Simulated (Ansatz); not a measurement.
System: CaCl, charge 0, doublet. CaCl (SMILES [Cl][Ca], doublet).
B3LYP-D3(BJ)/def2-TZVP minimum from Ansatz (a program for electronic structure):
```xyz
2

Ca     0.0000     0.0000    -1.1231
Cl     0.0000     0.0000     1.3213
```
Charge 0, spin multiplicity 2.

Total energies in hartree (Ansatz). Radicals and triplets start from unrestricted determinants; spin-orbit coupling is neglected. Cores are frozen in correlated methods (noble-gas shells, and filled d and f shells in the p block). No relativity. Where a partner has so few electrons that a lower coupled-cluster level is exact, that level stands in. The restricted determinant of Ca ([Ca], singlet) is unstable towards broken spin symmetry in at least one set run. The spin of CaCl ([Cl][Ca], doublet) was assumed, and the state is the lowest solution found for it.

| species | HF/def2-TZVPP | CCSD(T)/def2-TZVPP | HF/def2-QZVPP | CCSD(T)/def2-QZVPP | CCSDT(Q)/def2-QZVPP |
|---|---|---|---|---|---|
| 1: CaCl (SMILES [Cl][Ca], doublet) | -1136.35553 | -1136.58376 | -1136.38335 | -1136.63606 | -1136.63704 |
| 2: Ca (singlet) | -676.74580 | -676.77415 | -676.75791 | -676.78670 | -676.78670 |
| 3: Cl (doublet) | -459.47685 | -459.66464 | -459.48954 | -459.69535 | -459.69632 |

Problem. Work out the atomisation energy (electronic, to ground-state atoms) in kcal/mol: take Hartree-Fock from def2-QZVPP, extrapolate the CCSD(T) correlation energy as X^-3 (X = 3, 4), and add CCSDT(Q) - CCSD(T) in def2-QZVPP. 1 hartree = 627.51 kcal/mol.

Solution. 
Species 1: correlation (64·(-0.25271) - 27·(-0.22823))/37 = -0.27057; step -0.00098; E1 = -1136.38335 + (-0.27057) + (-0.00098) = -1136.65490
Species 2: correlation (64·(-0.02879) - 27·(-0.02835))/37 = -0.02911; step +0.00000; E2 = -676.75791 + (-0.02911) + (+0.00000) = -676.78702
Species 3: correlation (64·(-0.20581) - 27·(-0.18779))/37 = -0.21896; step -0.00097; E3 = -459.48954 + (-0.21896) + (-0.00097) = -459.70947
-1·E1 +1·E2 +1·E3 = 0.15841 hartree = 99.4 kcal/mol.
